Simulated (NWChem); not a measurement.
System: BiHCl2; SMILES [Cl][BiH][Cl]

Excerpt of the output:

```
             Northwest Computational Chemistry Package (NWChem) 7.3.0
             --------------------------------------------------------

 CS  symmetry detected

                             Geometry "geometry" -> ""
                             -------------------------

 Output coordinates in angstroms (scale by  1.889725989 to convert to a.u.)

  No.       Tag          Charge          X              Y              Z
 ---- ---------------- ---------- -------------- -------------- --------------
    1 Bi                  83.0000    -0.45256425     0.01880553     0.00000000
    2 H                    1.0000    -0.62253404    -1.78053224     0.00000000
    3 Cl                  17.0000     1.12309902     0.00646097     1.90016600
    4 Cl                  17.0000     1.12309902     0.00646097    -1.90016600

 Effective nuclear repulsion energy (a.u.)     675.2334012048

      Symmetry information
      --------------------

 Group name             Cs
 Group number              2
 Group order               2
 No. of unique centers     3

 Summary of "ao basis" -> "ao basis" (spherical)
 ------------------------------------------------------------------------------
       Tag                 Description            Shells   Functions and Types
 ---------------- ------------------------------  ------  ---------------------
 Bi                         def2-svp                10       26   4s4p2d
 H                          def2-svp                 3        5   2s1p
 Cl                         def2-svp                 8       18   4s3p1d

      Symmetry analysis of basis
      --------------------------

        a'         40
        a"         27

            General Information
            -------------------
          SCF calculation type: DFT
          Wavefunction type:  closed shell.
          No. of atoms     :     4
          No. of electrons :    58
           Alpha electrons :    29
            Beta electrons :    29
          Charge           :     0
          Spin multiplicity:     1
          Use of symmetry is: on ; symmetry adaption is: on
          Maximum number of iterations: 150
          AO basis - number of functions:    67
                     number of shells:    29
          Convergence on energy requested:  1.00D-06
          Convergence on density requested:  1.00D-05
          Convergence on gradient requested:  5.00D-04

              XC Information
              --------------
          PerdewBurkeErnzerhof Exchange Functional  1.000
            Perdew 1991 LDA Correlation Functional  1.000 local
           PerdewBurkeErnz. Correlation Functional  1.000 non-local

             Grid Information
             ----------------
          Grid used for XC integration:  medium
          Radial quadrature: Mura-Knowles
          Angular quadrature: Lebedev.
          Tag              B.-S. Rad. Rad. Pts. Rad. Cut. Ang. Pts.
          ---              ---------- --------- --------- ---------
          Bi                  1.60      123           8.0       590
          H                   0.35       45           8.0       434
          Cl                  1.00       88          10.0       590
          Grid pruning is: on
          Number of quadrature shells:   256
          Spatial weights used:  Erf1

      Superposition of Atomic Density Guess
      -------------------------------------

 Sum of atomic energies:       -1164.56533003

      Non-variational initial energy
      ------------------------------

 Total energy =   -1132.761869
 1-e energy   =   -2083.235242
 2-e energy   =     730.126148
 HOMO         =      -0.289877
 LUMO         =      -0.018630

      Symmetry analysis of molecular orbitals - initial
      -------------------------------------------------

  Numbering of irreducible representations:

     1 a'          2 a"

  Orbital symmetries:

     1 a'          2 a"          3 a"          4 a'          5 a'
     6 a"          7 a'          8 a'          9 a"         10 a"
    11 a'         12 a'         13 a"         14 a'         15 a"
    16 a'         17 a"         18 a'         19 a'         20 a'
    21 a"         22 a'         23 a"         24 a'         25 a'
    26 a"         27 a"         28 a'         29 a'         30 a'
    31 a"         32 a'         33 a'         34 a"         35 a'
    36 a'         37 a"         38 a'         39 a'

     ---------------------------------------------
      Total Density - Mulliken Population Analysis
     ---------------------------------------------

    Atom       Charge   Shell Charges
 -----------   ------   -------------------------------------------------------
    1 Bi  23    21.70   2.92 -0.87  1.20  0.62  4.71  1.27  1.00  0.75  9.75  0.34
    2 H    1     1.13   0.65  0.48  0.01
    3 Cl  17    17.58   2.00  1.99  1.23  0.74  5.94  2.18  3.49  0.01
    4 Cl  17    17.58   2.00  1.99  1.23  0.74  5.94  2.18  3.49  0.01

   convergence    iter        energy       DeltaE   RMS-Dens  Diis-err
 ---------------- ----- ----------------- --------- --------- ---------
 d= 0,ls=0.0,diis     1  -1134.9673694132 -1.36D+03  3.66D-02  5.90D-01
 d= 0,ls=0.0,diis     2  -1134.6796794025  2.88D-01  2.44D-02  2.08D+00
 d= 0,ls=0.0,diis     3  -1135.0473802457 -3.68D-01  4.20D-03  4.17D-02
 d= 0,ls=0.0,diis     4  -1135.0537598707 -6.38D-03  1.43D-03  6.19D-03
 d= 0,ls=0.0,diis     5  -1135.0546347798 -8.75D-04  3.23D-04  1.53D-04
  Resetting Diis
 d= 0,ls=0.0,diis     6  -1135.0546555084 -2.07D-05  1.29D-04  3.76D-05
 d= 0,ls=0.0,diis     7  -1135.0546643537 -8.85D-06  6.01D-05  1.52D-06
 d= 0,ls=0.0,diis     8  -1135.0546636391  7.15D-07  3.83D-05  5.43D-06
 d= 0,ls=0.0,diis     9  -1135.0546646599 -1.02D-06  5.30D-06  8.43D-08
 d= 0,ls=0.0,diis    10  -1135.0546646724 -1.25D-08  1.38D-06  4.20D-09

[...]
```

Level: PBE/def2-SVP with def2 effective core potentials on Bi. Structure relaxed at the PBE0/def2-SVP level. def2 effective core potentials on Bi; no spin-orbit coupling.

**Question.** Which NWChem input produces such a log?

**Answer.** This is not unique; one that fits is the input that was run:
```
start job
memory heap 200 mb stack 900 mb global 1100 mb
geometry units angstroms noautoz
  Bi    -0.407022     0.023941     0.000000
  H     -0.569807    -1.776061     0.000000
  Cl     1.168678     0.017887    -1.900166
  Cl     1.168678     0.017887     1.900166
end
basis spherical
  * library def2-svp
end
ecp
  Bi library def2-ecp
end
dft
  xc xpbe96 cpbe96
  iterations 150
  mulliken
end
task dft energy
```
